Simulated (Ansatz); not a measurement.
Consider the formal exchange of groups at the Si–Si bond: `B[SiH](O)[SiH3]` + `FCC(F)Br` → `B[SiH](O)F` + `FCC([SiH3])Br`.

Computed with Ansatz on PBE0-D4/def2-TZVP structures; ΔE is electronic, products minus reactants. CCSD(T)/CBS is the MP2 limit (def2-TZVPP, def2-QZVPP) plus CCSD(T) − MP2 in def2-TZVPP, frozen cores. Functionals use def2-TZVPP. For Br outer-core shells are correlated without core-valence functions, which leaves a few kJ/mol of doubt a bond. Scalar relativity is left out up to krypton. One conformer a species, not always the lowest.

```
          level  ΔE (kcal/mol)
        ωB97X-V          -51.7
        ωB97M-V          -53.7
CCSD/def2-TZVPP          -55.0
 CCSD/CBS(def2)          -56.3
```

**Question.** What does CCSD(T)/CBS give? (Best estimate.)

**Answer.** The calculation gave: -55.7 kcal/mol. The listed levels differ from it by 4.0, 2.0, 0.7, -0.6 kcal/mol.

Largest T1 diagnostic among the species: 0.014.

From PBE to PBE0 (25 % exact exchange), in def2-TZVPP and without D4, ΔE moves by −3.1 kcal/mol.
